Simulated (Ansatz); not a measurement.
Total energies of the cluster Al2SiO5 (the lowest singlet isomer of a short search) from Ansatz at PBE-D4/def2-TZVPD, gas phase (1 Eh = 27.2114 eV = 2625.5 kJ/mol). The reference geometry is relaxed at PBE-D4/def2-SVP.

```tsv
atom	x (Å)	y (Å)	z (Å)
Al1	0.145	0.023	0.030
Al2	-3.125	-0.520	-0.644
Si3	2.475	0.412	0.510
O4	1.673	-0.356	-0.774
O5	1.044	0.807	1.333
O6	3.961	0.660	0.817
O7	-4.691	-0.777	-0.966
O8	-1.483	-0.250	-0.306
```

| state | geometry | energy (Eh) |
| --- | --- | --- |
| charge 0 singlet | reference | -1150.17643 |
| charge -1 doublet | reference | -1150.26111 |
| free Al atom (doublet) | – | -242.22767 |
| free Si atom (triplet) | – | -289.22297 |
| free O atom (triplet) | – | -75.01069 |

Problem. Work out the vertical electron affinity, to the doublet.

Solution. E(charge 0 singlet) − E(charge -1 doublet) = -1150.17643 − (-1150.26111) = 0.08468 Eh = 2.30 eV.

Problem. What is the binding energy per atom against free atoms?

Solution. Atoms: 2 × (-242.22767) + 1 × (-289.22297) + 5 × (-75.01069) = -1148.73176 Eh. Binding: -1148.73176 − (-1150.17643) = 1.44467 Eh = 39.31 eV, or 4.91 eV for each of 8 atoms (no zero-point energy, no counterpoise term).

The structure comes from a short search, and lower isomers may exist.
